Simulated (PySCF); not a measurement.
C3H5ClF2O.
SMILES: `FCOC[C@H](F)Cl`

Torsions of this conformer, `[F:1][CH2:2][O:3][CH2:4][C@H:5]([F:6])[Cl:7]`: F1–C2–O3–C4 -70°, C2–O3–C4–C5 -87°, O3–C4–C5–F6 69°.

The closed-shell ground state was solved at several levels (PySCF, density fitting, gas phase, non-relativistic). One conformer (not necessarily the lowest) at the PBE0-D3(BJ)/def2-SVP geometry, without solvent, vibrations or thermal averaging.

```json
{"level": "PBE/pcSseg-1", "basis functions": "151", "total energy (Eh)": "-851.7644", "HOMO (eV)": "-6.94", "LUMO (eV)": "-0.44", "gap (eV)": "6.50", "dipole (D)": "1.36"}
{"level": "PBE0/pcSseg-2", "basis functions": "329", "total energy (Eh)": "-852.0467", "HOMO (eV)": "-8.61", "LUMO (eV)": "0.33", "gap (eV)": "8.94", "dipole (D)": "1.39"}
{"level": "BP86/pcSseg-1", "basis functions": "151", "total energy (Eh)": "-852.4137", "HOMO (eV)": "-7.06", "LUMO (eV)": "-0.55", "gap (eV)": "6.51", "dipole (D)": "1.38"}
{"level": "PBE0/aug-cc-pVDZ", "basis functions": "210", "total energy (Eh)": "-851.9226", "HOMO (eV)": "-8.59", "LUMO (eV)": "-0.18", "gap (eV)": "8.41", "dipole (D)": "1.36"}
{"level": "PBE0/6-31G*", "basis functions": "112", "total energy (Eh)": "-851.8273", "HOMO (eV)": "-8.31", "LUMO (eV)": "0.85", "gap (eV)": "9.16", "dipole (D)": "1.48"}
{"level": "PBE0/6-311+G(2d,p)", "basis functions": "227", "total energy (Eh)": "-851.9996", "HOMO (eV)": "-8.61", "LUMO (eV)": "0.09", "gap (eV)": "8.70", "dipole (D)": "1.36"}
{"level": "LDA/pcSseg-1", "basis functions": "151", "total energy (Eh)": "-848.0234", "HOMO (eV)": "-7.09", "LUMO (eV)": "-0.69", "gap (eV)": "6.40", "dipole (D)": "1.40"}
{"level": "PBE0/def2-SVP", "basis functions": "127", "total energy (Eh)": "-851.4176", "HOMO (eV)": "-8.40", "LUMO (eV)": "1.17", "gap (eV)": "9.57", "dipole (D)": "1.40"}
{"level": "KT3/pcSseg-1", "basis functions": "151", "total energy (Eh)": "-860.6418", "HOMO (eV)": "-7.13", "LUMO (eV)": "-0.49", "gap (eV)": "6.64", "dipole (D)": "1.33"}
{"level": "PBE0/cc-pVTZ", "basis functions": "284", "total energy (Eh)": "-852.0274", "HOMO (eV)": "-8.50", "LUMO (eV)": "0.63", "gap (eV)": "9.13", "dipole (D)": "1.35"}
{"level": "PBE0/pcSseg-0", "basis functions": "77", "total energy (Eh)": "-850.4041", "HOMO (eV)": "-8.52", "LUMO (eV)": "0.86", "gap (eV)": "9.38", "dipole (D)": "1.83"}
{"level": "HF/pcSseg-1", "basis functions": "151", "total energy (Eh)": "-849.6522", "HOMO (eV)": "-12.33", "LUMO (eV)": "3.98", "gap (eV)": "16.31", "dipole (D)": "1.63"}
{"level": "B97-2/pcSseg-1", "basis functions": "151", "total energy (Eh)": "-852.2695", "HOMO (eV)": "-8.31", "LUMO (eV)": "0.58", "gap (eV)": "8.89", "dipole (D)": "1.45"}
```

Question: Estimate the row for PBE0/pcSseg-1, a basis of 151 functions; the other rows only guide the guess.

Answer: Total energy -851.8054 Eh, HOMO -8.57 eV, LUMO 0.66 eV, gap 9.23 eV, dipole 1.46 D.

Question: Over all these levels, which gives the widest orbital gap and which the narrowest?

Answer: HF/pcSseg-1 (Hartree–Fock, all exact exchange) has the widest, 16.31 eV, and LDA/pcSseg-1 (LDA) the narrowest, 6.40 eV. The two share the basis. From the narrowest to the widest the HOMO moves by -5.24 eV and the LUMO by +4.67 eV.

Question: How much does the basis alone move the frontier levels among the 8 PBE0 rows (the withheld one included)?

Answer: The HOMO by 0.30 eV and the LUMO by 1.35 eV. By rising basis size (HOMO, LUMO in eV): pcSseg-0 -8.52, 0.86; 6-31G* -8.31, 0.85; def2-SVP -8.40, 1.17; pcSseg-1 -8.57, 0.66; aug-cc-pVDZ -8.59, -0.18; 6-311+G(2d,p) -8.61, 0.09; cc-pVTZ -8.50, 0.63; pcSseg-2 -8.61, 0.33.

Question: In the pcSseg-1 basis, how does the gap go with the fixed share of exact exchange?

Answer: LDA (0 %) 6.40 eV; PBE (0 %) 6.50 eV; BP86 (0 %) 6.51 eV; KT3 (0 %) 6.64 eV; B97-2 (21 %) 8.89 eV; PBE0 (25 %) 9.23 eV; HF (100 %) 16.31 eV. Each rise in the share widens the gap here.

Question: How far do the dipole and the HOMO energy spread over the levels?

Answer: The dipole runs from 1.33 to 1.83 D (mean 1.44 D) and the HOMO from -12.33 to -6.94 eV.
